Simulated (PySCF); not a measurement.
## CoCl from Hartree–Fock to correlated methods

State: ³Δ (triplet), unpaired electrons σ ↑, δ ↑. Set-up: PySCF, no relativity, basis sets Co def2-TZVPPD, Cl def2-TZVPPD. De refers to Co (3d7 4s2) + Cl in their high-spin ground configurations, without counterpoise correction. The functionals are run spin-unrestricted. A positive dipole means Co(−)Cl(+).

```
      Level  Re (Å)  ωe (cm⁻¹)  De (eV)  μ (D)  CPU s a point (SCF and correlation, without the integrals)
        UHF   2.248        350      n/a  -7.28                                                         2.2
    UHF-MP2   2.128        396      n/a    n/a                                                         3.7
UHF-SCS-MP2   2.156        384      n/a    n/a                                                         n/a
        PBE   2.110        399      n/a  -4.58                                                         1.9
       PW91   2.108        400      n/a  -4.57                                                         1.1
     r²SCAN   2.115        402      n/a  -5.05                                                         2.3
    r²SCANh   2.124        398      n/a  -5.33                                                         3.6
      B3LYP   2.149        383      n/a  -5.28                                                         3.6
       PBE0   2.134        392      n/a  -5.47                                                         4.1
    r²SCAN0   2.137        393      n/a  -5.71                                                         3.7
       MN15   2.126        399      n/a  -5.60                                                         4.1
    ωB97M-V   2.149        388      n/a  -5.71                                                          10
```

(1) What does a quarter of exact exchange do here, going from PBE to PBE0?

(2) What does second-order correlation do here, going from UHF to UHF-MP2?

Correlated steps freeze 10 core orbitals. De is left out where the level can put another filling of the metal’s s and d shells below the measured ground configuration, by anything from nothing to about 1 eV. With d or f electrons several states lie close, and the lowest PBE0 determinant need not be the measured ground state.

The whole job (state search and all levels along the bond) took about 8.9 min on 2 threads of Intel Xeon 6975P-C (shared host), peak memory 4.1 GiB.

## Answers

(1) PBE0 less PBE: +2.4 pm in Re, -1.8 % in ωe. Exact exchange removes part of the self-interaction that spreads semilocal densities, and in most molecules shortens and stiffens the bond and lowers De; here Re and ωe go the other way.

(2) UHF-MP2 less UHF: -12.0 pm in Re, +13.1 % in ωe. Correlation nearly always deepens the well. The bond shortens, as in weak, metallic or heavy-atom bonds, where dispersion and the correlation of outer-core electrons pull the atoms together.
